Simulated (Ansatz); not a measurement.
Relaxation of the cluster Ag₄O⁻ with UKS PBE-D4/def2-SVPD.

```sh
$ ansatz run in.yaml --threads 4 --pin off --events-out ev --progress --plain --max-ram 4787MiB
```

```yaml
crystal:
  periodic: [false, false, false]
  atoms:
    - {symbol: O, position_ang: [-0.035780, -1.785150, 1.182200]}
    - {symbol: Ag, position_ang: [1.292050, -0.162520, 0.696420]}
    - {symbol: Ag, position_ang: [-1.317810, -0.662120, -0.132810]}
    - {symbol: Ag, position_ang: [-0.296820, 2.039330, 0.201220]}
    - {symbol: Ag, position_ang: [0.358360, 0.570460, -1.947040]}
basis:
  gaussian: {orbitals: def2-SVPD}
total_charge: -1
magnetization: {spin_polarized: true, initial_magnetization: 1}
hamiltonian: {xc: pbe, dispersion: d4}
scf: {lower_state_search: "off"}
output: {orbitals: {seedname: orbitals}}
relax: {f_tol: 0.02, max_steps: 100}
```

Hardware: 4 threads of Arm Neoverse V2 on a shared host. Wall time 63 s.

Positions (Å) and forces (eV/Å) at steps 1, 2, 3, 4, 5, 6, 7, 8, 10, 11, 12, 13, 16 of 16:

```xyz
5
step=1 energy=-18042.7766 eV
O    -0.036   -1.785    1.182    0.004    0.377   -0.243
Ag    1.292   -0.163    0.696   -0.318   -0.283    0.161
Ag   -1.318   -0.662   -0.133    0.313   -0.264    0.202
Ag   -0.297    2.039    0.201   -0.019    0.336    0.320
Ag    0.358    0.570   -1.947    0.020   -0.166   -0.441
5
step=2 energy=-18042.8322 eV
O    -0.037   -1.798    1.193    0.000    0.127   -0.079
Ag    1.241   -0.168    0.724   -0.023   -0.021    0.114
Ag   -1.267   -0.692   -0.138    0.025   -0.116   -0.027
Ag   -0.273    2.096    0.237    0.080    0.019    0.023
Ag    0.335    0.562   -2.017   -0.082   -0.008   -0.030
5
step=3 energy=-18042.8556 eV
O    -0.039   -1.794    1.196    0.002    0.026   -0.014
Ag    1.210   -0.140    0.781    0.123   -0.047    0.170
Ag   -1.233   -0.737   -0.190   -0.128   -0.170   -0.028
Ag   -0.202    2.104    0.242    0.044    0.126   -0.017
Ag    0.263    0.567   -2.029   -0.041    0.065   -0.111
5
step=4 energy=-18042.9150 eV
O    -0.042   -1.800    1.211   -0.004   -0.034    0.016
Ag    1.146   -0.087    0.950    0.092   -0.228    0.180
Ag   -1.166   -0.880   -0.309   -0.096   -0.248    0.142
Ag   -0.023    2.157    0.231   -0.029    0.263   -0.167
Ag    0.085    0.610   -2.083    0.037    0.247   -0.172
5
step=5 energy=-18043.0091 eV
O    -0.041   -1.869    1.250   -0.001    0.072   -0.049
Ag    1.042   -0.074    1.105   -0.005   -0.127    0.149
Ag   -1.068   -1.015   -0.373    0.002   -0.187    0.061
Ag    0.135    2.241    0.150    0.045    0.117   -0.087
Ag   -0.068    0.717   -2.132   -0.040    0.126   -0.075
5
step=6 energy=-18043.0621 eV
O    -0.041   -1.923    1.282    0.007    0.233   -0.145
Ag    0.940   -0.056    1.267   -0.184   -0.069   -0.045
Ag   -0.969   -1.156   -0.446    0.181    0.009    0.076
Ag    0.299    2.317    0.077    0.064   -0.146   -0.021
Ag   -0.229    0.817   -2.180   -0.070   -0.027    0.135
5
step=7 energy=-18043.0926 eV
O    -0.050   -1.923    1.294    0.010    0.090   -0.059
Ag    0.797   -0.013    1.371   -0.038   -0.079    0.007
Ag   -0.812   -1.245   -0.532    0.029   -0.020    0.067
Ag    0.476    2.301    0.016   -0.002   -0.005   -0.019
Ag   -0.411    0.880   -2.149    0.001    0.014    0.004
5
step=8 energy=-18043.0891 eV rejected
O     0.015   -1.944    1.250   -0.059    0.017    0.005
Ag    0.724    0.006    1.428    0.046   -0.015    0.001
Ag   -0.836   -1.227   -0.512    0.047   -0.019    0.003
Ag    0.524    2.285   -0.012   -0.022   -0.001   -0.009
Ag   -0.428    0.880   -2.154   -0.012    0.019    0.001
5
step=10 energy=-18043.1123 eV
O    -0.034   -1.930    1.279   -0.023   -0.088    0.069
Ag    0.754   -0.027    1.503    0.094    0.097    0.102
Ag   -0.734   -1.185   -0.522    0.015    0.177   -0.150
Ag    0.507    2.207   -0.042   -0.023   -0.124    0.050
Ag   -0.494    0.934   -2.217   -0.064   -0.062   -0.072
5
step=11 energy=-18043.1981 eV
O    -0.034   -1.927    1.269   -0.028   -0.071    0.056
Ag    0.755   -0.051    1.648    0.105    0.139    0.135
Ag   -0.648   -1.078   -0.513    0.072    0.375   -0.213
Ag    0.499    2.073   -0.085   -0.044   -0.318    0.115
Ag   -0.573    0.982   -2.319   -0.105   -0.125   -0.093
5
step=12 energy=-18043.3638 eV
O    -0.035   -1.907    1.248   -0.016    0.025   -0.005
Ag    0.757   -0.075    1.829    0.041    0.126    0.005
Ag   -0.537   -0.932   -0.511    0.103    0.430   -0.153
Ag    0.488    1.881   -0.129   -0.050   -0.429    0.186
Ag   -0.673    1.032   -2.436   -0.078   -0.152   -0.033
5
step=13 energy=-18043.4326 eV
O    -0.037   -1.865    1.214   -0.018    0.103   -0.065
Ag    0.779   -0.075    1.917    0.046   -0.050    0.134
Ag   -0.473   -0.775   -0.508   -0.122   -0.387   -0.079
Ag    0.454    1.690   -0.111    0.136    0.350    0.070
Ag   -0.724    1.024   -2.511   -0.042   -0.016   -0.061
5
step=16 energy=-18043.4517 eV
O    -0.048   -1.841    1.210    0.004   -0.004    0.003
Ag    0.779   -0.073    1.932   -0.003   -0.001   -0.005
Ag   -0.466   -0.824   -0.547   -0.005    0.003    0.002
Ag    0.475    1.721   -0.093    0.001    0.003    0.002
Ag   -0.740    1.017   -2.502    0.002   -0.001   -0.003
```

In the def2 sets Ag takes a core potential; there is no spin–orbit coupling. The structure comes from a short search, and lower isomers may exist.
